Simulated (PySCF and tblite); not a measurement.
C₅H₁₁NO, numbered as in [CH3:1][C:2]([CH3:3])([CH3:4])[C:5]([NH2:6])=[O:7].

Conformers came from 90 starts (ETKDG and KDG, MMFF94s, GFN2-xTB); geometries are GFN2-xTB. Free energies are PBE0-D3(BJ)/pcSseg-1 (IEF-PCM, chloroform) single points with GFN2-xTB rigid-rotor and vibrational terms (modes under about 100 cm⁻¹ blended into free rotors). Symmetry numbers and mirror images are counted. Conformers within 3 kcal/mol (GFN2-xTB free energy) were kept, 10 at most. GIAO shieldings: PBE0/pcSseg-1 (IEF-PCM, chloroform). Shifts are against TMS (¹H), TMS (¹³C), NH3 (¹⁵N) at the same level. Codes: tblite and PySCF.

Torsions listed: C1–C2–C5–O7, O7–C5–N6–H6.

```
conformer     shape  weight %  dipole D
        1  0°, 180°     100.0      4.54
```

Q: How do the computed shifts compare with measured ones?

A: 
```json
{"nucleus": "¹H", "signal": "H1/H3/H4", "leading conformer": "1.17", "average": "1.17", "measured": "1.22", "medium": "not stated per compound (mostly CDCl3 or CCl4)"}
{"nucleus": "¹³C", "signal": "C1/C3/C4", "leading conformer": "29.9", "average": "29.9", "measured": "27.6", "medium": "not stated per compound (mostly CDCl3 or CCl4)"}
{"nucleus": "¹³C", "signal": "C2", "leading conformer": "40.6", "average": "40.6", "measured": "38.6", "medium": "not stated per compound (mostly CDCl3 or CCl4)"}
```

Measured values: Pretsch, Buehlmann, Badertscher, Structure Determination of Organic Compounds, 4th ed. (2009). Mean difference for ¹³C: 2.15 ppm, scatter 0.15 ppm. The computed shifts are unscaled and lack vibrational corrections.


¹⁵N shifts are against a computed isolated NH3 molecule, about 20 ppm from the liquid.